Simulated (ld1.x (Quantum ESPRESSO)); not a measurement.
## What one change does to a pseudopotential (Dy, TM)

Dy (Z = 66), norm-conserving Troullier–Martins (Kleinman–Bylander form), made with ld1.x (Quantum ESPRESSO) 7.5 (LDA (PZ), scalar-relativistic). Core [Kr] 4d10, reference 4f10 5s2 5p6 5d0 6s2 6p0. Waves: 5s (bound): rc 2.25 bohr; 5p (bound): rc 2.25 bohr; 5d (bound, empty): rc 3.45 bohr; 4f (bound): rc 1.25 bohr. Local part: all-electron potential smoothed inside 3.10 bohr (lloc = -1). Core correction: none.

Occupied shells without a wave of their own: 6s. They enter only through the test configuration that unscreens the potential.

All-electron outer shells of the reference configuration (LDA (PZ), scalar-relativistic, ld1.x):

| shell | level (eV) | outermost node (bohr) | outermost maximum (bohr) |
| --- | --- | --- | --- |
| 4p | -290.99 | 0.28 | 0.51 |
| 4d | -152.87 | 0.26 | 0.53 |
| 5s | -49.06 | 0.63 | 1.16 |
| 5p | -25.47 | 0.67 | 1.33 |
| 6s | -3.90 | 1.57 | 3.40 |
| 4f | -3.32 | – | 0.54 |
| 5d | -1.34 | 0.76 | 2.14 |
| 6p | -1.21 | 1.92 | 4.76 |

Change: wave 5p (bound): rc 2.25 bohr becomes 5p (bound): rc 2.70 bohr.

Cutoffs: the cutoffs (Ry, on a coarse ladder) from which the occupation-weighted sum of valence levels, in a spherical-Bessel basis at the reference potential, stays within 10 and 1 mRy of its value at 400 Ry; they do not see the model core or the augmentation charge, which bear on the density cutoff. Errors are all-electron minus pseudo energies relative to the spin-unpolarised reference configuration.

**Question.** What does the change do?

**Answer.** The number of tests that count goes from 8 to 5; of the 5 tests that both files solve, the error grows in 1 and shrinks in 2 by more than 15 % and 0.3 meV (median size 88.4 → 88.5 meV); neither file shows a bound ghost at the reference potential, the only one tested.

| quantity | base | changed |
| --- | --- | --- |
| cutoff, loose | 260 Ry | 260 Ry |
| cutoff, tight | over 300 Ry | over 300 Ry |
| bound ghosts | none | none |
| largest miss of a reference level, eV | 0.07 | 0.07 |
| tests counted (converged, no solver errors) | 8 of 9 | 5 of 9 |
| error for 4f10 5s2 5p6 5d0 6s1 6p0, meV [ΔE 6.45 eV] | +88 | +88 |
| error for 4f9 5s2 5p6 5d0 6s0 6p0, meV [ΔE 44.31 eV] | -122 | -97 |
| error for 4f11 5s2 5p6 5d0 6s0 6p0, meV [ΔE 8.17 eV] | +21 | +28 |
| error for 4f9 5s2 5p6 5d0 6s2 6p0, meV [ΔE 10.46 eV] | -38 | -21 |
| error for 4f8 5s2 5p6 5d0 6s0 6p0, meV [ΔE 89.36 eV] | -864 | -755 |
| s: phases at 3.73 bohr within 0.05 rad from the reference energy up to (Ry; the scan ends near 5) | n/a | n/a |
| p: phases at 3.73 bohr within 0.05 rad from the reference energy up to (Ry; the scan ends near 5) | -0.1 | -0.1 |
| d: phases at 3.73 bohr within 0.05 rad from the reference energy up to (Ry; the scan ends near 5) | 1.1 | 1.1 |
| f: phases at 3.73 bohr within 0.05 rad from the reference energy up to (Ry; the scan ends near 5) | 0.6 | 0.6 |

Base: Tests not counted: 4f10 5s2 5p6 5d0 6s2 6p0 (spin-polarised) (solver errors, printed error -3887 eV). The 6s level has no wave, so the channel is fitted at the deeper level alone: the likely source of the large errors. Changed file: Tests not counted: 4f10 5s2 5p6 5d0 6s0 6p0 (solver errors, printed error +203 meV); 4f9 5s2 5p6 5d1 6s2 6p0 (solver errors, printed error -233 meV); 4f10 5s2 5p6 5d0 6s2 6p0 (spin-polarised) (solver errors, printed error -3896 eV); 4f10 5s2 5p6 5d0 6s1 6p0 (spin-polarised) (solver errors, printed error +3.4 eV). The 6s level has no wave, so the channel is fitted at the deeper level alone: the likely source of the large errors.
